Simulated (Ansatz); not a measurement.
Molecule: C2ClF2 (charge 0, doublet). SMILES: FC(F)=[C]Cl
Geometry: optimised at B3LYP-D3(BJ)/def2-TZVP (Ansatz, an electronic-structure program).

Quantity: atomisation energy, in kcal/mol. Set-up: 6-311+G** with 5d, 6d on Na to Ar in Ansatz; six Cartesian d functions in 6-31G* and its kin unless marked 5d; UHF or UKS for open shells; non-relativistic; atomisation electronic, to ground-state atoms; spin-orbit terms left out; LANL2DZ with its own core potentials from Na on. Ab initio and DFT rows: single points at B3LYP-D3(BJ) geometries (Ansatz). A UHF reference is markedly spin-contaminated in at least one set, which strains HF and MP2.

| level | program | atomisation energy (kcal/mol) |
|---|---|---|
| HF/STO-3G | Ansatz | 270.8 |
| HF/3-21G | Ansatz | 225.2 |
| HF/LANL2DZ | Ansatz | 194.9 |
| HF/6-31G* | Ansatz | 276.5 |
| HF/6-311+G** | Ansatz | 270.3 |

No value to compare with is used here. The 5 habitual levels span 194.9 (HF/LANL2DZ) to 276.5 kcal/mol (HF/6-31G*).

The sets are all those run for this method; left out are runs that failed, that the program found above a lower state of the same kind, or whose <S^2> lies over 0.5 above the pure value.
